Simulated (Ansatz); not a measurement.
C₃H₈BO, SMILES `[BH]OC(C)C` radical, relaxed with UKS PBE0-D4/def2-TZVP in the Gaussian-basis code of Ansatz from a PBE-D4/def2-SVP geometry. The force threshold is 0.005 eV/Å; the program also tests the step.

The species carries charge 0 and has multiplicity 2.

Start:

```xyz
13

B     0.321   -2.047    1.294
O     0.641   -0.901    0.695
C    -0.301   -0.078   -0.050
C    -0.420    1.260    0.666
C     0.210    0.038   -1.479
H     1.160   -2.690    1.908
H    -1.283   -0.602   -0.040
H    -1.126    1.924    0.128
H     0.567    1.765    0.714
H    -0.792    1.122    1.700
H     1.214    0.509   -1.497
H     0.285   -0.960   -1.954
H    -0.478    0.660   -2.085
```

```
step  energy (eV)  largest force (eV/Å)  largest move (Å)
   1   -5959.0820                 0.516             0.000
   2   -5959.1274                 0.176             0.029
   3   -5959.1320                 0.037             0.012
   4   -5959.1320                 0.015             0.002
   5   -5959.1321                 0.003             0.002
```

End:

```xyz
13

B     0.321   -2.029    1.277
O     0.642   -0.889    0.692
C    -0.295   -0.081   -0.045
C    -0.415    1.251    0.657
C     0.209    0.039   -1.464
H     1.132   -2.674    1.885
H    -1.261   -0.599   -0.033
H    -1.117    1.896    0.124
H     0.555    1.751    0.695
H    -0.777    1.119    1.679
H     1.194    0.511   -1.479
H     0.288   -0.944   -1.932
H    -0.476    0.649   -2.056
```

Hardware: 2 threads of an AMD EPYC 7R13 on a shared host and a share of an NVIDIA H100 80 GB. Wall time 6.5 s, peak host memory 0.87 GiB.
